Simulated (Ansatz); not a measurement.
**A substitution series on C: H to I**

On one C centre, n of the H ligands are replaced by I. The mean harmonic wavenumber of the C–H stretches y in cm⁻¹ at PBE0-D4/def2-TZVP. The shapes are optimised at that level. Programs: Ansatz 0.2.0.

| molecule | n | y (cm⁻¹) |
| --- | --- | --- |
| CH4 | 0 | 3138 |
| CH3I | 1 | ? |
| CH2I2 | 2 | 3193 |
| CHI3 | 3 | 3195 |

Problem. Fit y = c + s·n to the known rows and predict CH3I.

Solution. 
1. Means of the 3 rows: n = 1.66667, y = 3175.3.
2. Σ(Δn)² = 4.6667, Σ(Δn·Δy) = 94.333, so the slope is 94.333/4.6667 = 20.214.
3. Intercept: 3175.3 − (20.214) × 1.66667 = 3141.6. The largest residual of the fit is 11.
4. CH3I: 3141.6 + (20.214) × 1 = 3162 cm⁻¹.

The run gave 3177 cm⁻¹, so the prediction is off by -15 cm⁻¹, more than the largest residual. The step per swap changes from +39 to +2 cm⁻¹ along the series, so a line misses the bend. The wavenumbers are unscaled and lie a few per cent above observed bands. For atoms past krypton def2 sets carry core potentials with scalar relativity.
